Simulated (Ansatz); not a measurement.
Basis sets compared for In₁₃P₁₃H₃₀, a nanocrystal cut from zinc blende InP (hydrogen-capped). Total charge 0; singlet. Geometry PBE-D4/def2-SVP. Ansatz on 11 threads of AMD EPYC 7R13 on a shared host and a whole NVIDIA H100 80GB HBM3; times are rough, and most runs start from earlier orbitals.

```xyz
56

In    0.892   -0.836   -3.061
In   -3.535   -0.826   -2.774
In   -1.464   -4.568   -2.822
In    1.062   -3.082    0.486
In   -3.369   -3.010    0.675
In   -1.104    3.125   -3.144
In    3.152    2.933   -3.526
In    3.256    0.484    0.151
In    1.196    4.409   -0.021
In   -0.913    0.602    0.425
In   -0.751   -1.546    4.233
In    1.384    1.921    3.907
In    3.509   -1.789    3.932
P    -1.391   -2.004   -3.487
P     0.855    1.647   -3.829
P    -3.217    1.639   -3.626
P     1.047   -0.690   -0.487
P    -3.108   -0.593   -0.227
P    -1.235   -4.066   -0.231
P     1.185   -2.714    3.056
P    -2.888   -2.709    3.241
P    -0.904    2.988   -0.562
P     3.027    2.859   -0.881
P     3.200    0.561    2.748
P     1.361    4.197    2.592
P    -0.734    0.733    2.997
H     2.195   -1.708   -3.815
H    -5.108   -1.430   -3.196
H     0.026   -5.289   -3.350
H    -3.102   -5.103   -3.083
H     2.374   -4.080   -0.070
H    -4.935   -3.717    0.417
H    -1.318    4.730   -3.774
H     4.424    1.858   -4.022
H     2.861    4.587   -3.993
H     4.691   -0.315   -0.424
H     1.091    6.075   -0.503
H    -0.851   -1.437    5.963
H     1.384    2.196    5.622
H     4.764   -2.642    3.086
H     3.322   -1.514    5.643
H    -1.517   -2.008   -4.917
H     0.682    1.566   -5.252
H    -3.381    1.606   -5.049
H    -4.399    2.395   -3.333
H    -4.193    0.174    0.311
H    -1.264   -5.363    0.382
H     1.107   -4.040    3.600
H    -2.956   -4.015    3.827
H    -4.054   -2.172    3.879
H    -2.033    3.685   -0.018
H     4.216    3.539   -0.454
H     4.386    1.289    3.100
H     2.537    4.913    2.990
H     0.407    5.080    3.197
H    -1.866    1.474    3.472
```

In the def2 sets In takes a core potential; there is no spin–orbit coupling. Single mean-field runs in def2-SVP, def2-TZVP are fitted with def2-universal-jkfit.

Binding counts from free atoms (In doublet, P quartet, H doublet) in the same basis, without a counterpoise term.

```
           level  functions  energy (Eh)  HOMO (eV)  LUMO (eV)  binding per atom (eV)  wall time
 PBE-D4/def2-SVP        722   -6924.5699      -5.78      -2.51                   2.58      7.5 s
PBE0-D4/def2-SVP        722   -6925.0168      -6.74      -1.82                   2.58      8.5 s
```

(1) Estimate the rows for PBE-D4/def2-TZVP, PBE0-D4/def2-TZVP.

Answers

(1) 
| level | functions | energy (Eh) | HOMO (eV) | LUMO (eV) | binding per atom (eV) | wall time |
| --- | --- | --- | --- | --- | --- | --- |
| PBE-D4/def2-TZVP | 1311 | -6926.1969 | -5.84 | -2.62 | 2.60 | 12 s |
| PBE0-D4/def2-TZVP | 1311 | -6926.6077 | -6.77 | -1.91 | 2.59 | 13 s |
